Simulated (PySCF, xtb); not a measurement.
CrO2F, SMILES [O]=[Cr+](=[O])[F], charge +1, multiplicity 1.

GFN2-xTB (xtb) at its own geometry gives an orbital gap of 0.63 eV.

Geometry optimised at PBE0-D3(BJ)/def2-SVP. The spin state was assumed, not searched. The isomer is the one that the SMILES or the coordinates give; other isomers of the formula were not compared.

Q: What does M06-2X/def2-TZVPD run with PySCF give? (An estimate is asked for; the answer gives what the named calculation found.)

A: gap 7.67 eV (levels -19.39 and -11.72 eV).
